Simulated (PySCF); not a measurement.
GeH5Si, multiplicity 2. Atoms are numbered in the order given.

```xyz
7

Si    -1.5822    -0.0177     0.0000
Ge     0.7979     0.0449     0.0000
H     -2.0830     0.6889     1.2183
H     -2.0830     0.6889    -1.2183
H     -2.1240    -1.4158     0.0000
H      1.4547    -0.5758     1.2646
H      1.4547    -0.5758    -1.2646
```
Charge 0, spin multiplicity 2.

The structure is a stationary point at PBE-D3(BJ)/def2-TZVP. The isomer is the one that the SMILES or the coordinates give; other isomers of the formula were not compared.

All values below come from PBE/def2-TZVPD in PySCF.

Mulliken values depend strongly on the basis, most of all with diffuse functions as here. ESP charges are fitted to the potential on shells at 1.4 to 2.0 van der Waals radii. Atomic charges (e):

```json
[
 {"atom": "Si1", "ESP fit": "0.13", "meta-Löwdin": "(withheld)", "Mulliken spin": "0.03"},
 {"atom": "Ge2", "ESP fit": "-0.04", "meta-Löwdin": "(withheld)", "Mulliken spin": "0.97"},
 {"atom": "H3", "ESP fit": "-0.03", "meta-Löwdin": "(withheld)", "Mulliken spin": "0.00"},
 {"atom": "H4", "ESP fit": "-0.03", "meta-Löwdin": "(withheld)", "Mulliken spin": "0.00"},
 {"atom": "H5", "ESP fit": "-0.03", "meta-Löwdin": "(withheld)", "Mulliken spin": "0.04"},
 {"atom": "H6", "ESP fit": "0.00", "meta-Löwdin": "(withheld)", "Mulliken spin": "-0.01"},
 {"atom": "H7", "ESP fit": "0.00", "meta-Löwdin": "(withheld)", "Mulliken spin": "-0.01"}
]
```

**Question.** Fill in the missing entries. (Estimate from the structure and the level; the computed values follow.)

**Answer.** 
- Si1, meta-Löwdin: 0.21
- Ge2, meta-Löwdin: 0.01
- H3, meta-Löwdin: -0.06
- H4, meta-Löwdin: -0.06
- H5, meta-Löwdin: -0.06
- H6, meta-Löwdin: -0.02
- H7, meta-Löwdin: -0.02
